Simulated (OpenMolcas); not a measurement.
## Mn2+: ligand-field states by method

Mn2+ with its 6 nearest fluoride ions at 2.096 Å, on the Li site of LiF (a = 4.028 Å, distance in the model lattice 2.014 Å). The rest of the host is ab initio model potentials to 7.6 Å and point charges beyond; the distance is set by hand and nothing relaxes, and no local charge compensation is placed. Ligand basis ANO-RCC-VDZP.
```
Mn    0.0000    0.0000    0.0000
F     2.0960    0.0000    0.0000
F     0.0000    2.0960    0.0000
F    -2.0960    0.0000    0.0000
F     0.0000   -2.0960    0.0000
F     0.0000    0.0000    2.0960
F     0.0000    0.0000   -2.0960
```

| Quantity | Value |
| --- | --- |
| Program | OpenMolcas 26.06 |
| Basis | ANO-RCC-VDZP [5s4p2d1f] |
| Scalar Hamiltonian | DKH2, point nucleus |
| Active space | 5 electrons in 5 orbitals (3d) |
| State averaging | 2S+1 = 6 even, 1 root; 2S+1 = 4 even, 24 roots; 2S+1 = 2 even, 75 roots |
| Spin-orbit coupling | state interaction with AMFI integrals over the reference wave functions |

I. CASSCF
II. SS-CASPT2, IPEA 0.25 Eh, imaginary shift 0.1 Eh (closed shells correlated: 3s 3p and the ligand valence shells)

Spin-free states (labels of O, the rotations of Oh) in cm-1, each column counted from its own energy of the first state listed:

```csv
State,Degeneracy,I,II
6A1,1,0,0
4T1,3,24347,19770
4T2,3,28962,23840
4E,2,31121,27080
4A1,1,31151,27290
2T2,3,32608,25600
4T2,3,36205,29690
2A2,1,38204,31210
2T1,3,38708,32770
4E,2,38848,32720
2T2,3,39924,33510
2E,2,41563,35020
4T1,3,41788,38310
2A1,1,44119,39190
2T2,3,46588,39980
2E,2,46658,38620
2T1,3,47642,38770
2T2,3,51349,43110
4T1,3,52764,46190
4A2,1,52948,45110
```

From I to II, I's first state of another spin (4T1) moves from 24347 to 19770 cm-1, by about -4600 cm-1.

I: A least-squares ligand-field fit to the states below 45000 cm-1, each weighted by its degeneracy and with a free common offset, gives 10Dq = 9437 cm-1, B = 1077 cm-1 and C = 4033 cm-1 (C/B = 3.75), with an rms deviation of 123 cm-1. The same method and metal basis give the free ion B = 1108 cm-1 (fit to its terms below 60000 cm-1, rms deviation 53 cm-1), so the nephelauxetic ratio is β = 1077 / 1108 = 0.97; it hangs on how both fits weigh the states, and computed free-ion B values tend to be too large, so β mixes covalency with correlation.

χT at 300 K: I 4.39, II 4.39 cm3 K/mol.

Roots that are degenerate in the reference are averaged as groups; the widest CASPT2 spread within a group is 150 cm-1 (the 3-fold group of multiplicity 2 near 25600 cm-1 above the lowest state of its run, II). Shifts and gaps below about the spread of the groups concerned are not significant. Over all roots computed the reference weight is 0.74 to 0.76 in II; a low but even weight reflects the number of correlated electrons. Ligand-to-metal charge-transfer states are missing. With no ligand orbital active B as a rule stays too high, so bands that hang on it stand too high and its fall with covalency is understated. Without dynamic correlation the repulsion within the d shell is too large (B by tens of per cent), so at a given field states of lower spin stand too high (holds for I). With metal d orbitals alone and no dynamic correlation 10Dq can be off by a tenth to a fifth, either way, in oxide and fluoride hosts (holds for I). These CASPT2 states fit no ligand-field parameters well, so their order and spin gaps are uncertain (holds for II). With one d shell and no ligand orbital active, 10Dq can be off by tens of per cent for divalent 3d ions, low with halides held by bare charges and at times high in hosts (holds for II). Free-ion shares, where given, are those of the reference states; single-state CASPT2 does not remix them (holds for II). No measured value stands beside these numbers; the geometry was set by hand and not optimised.
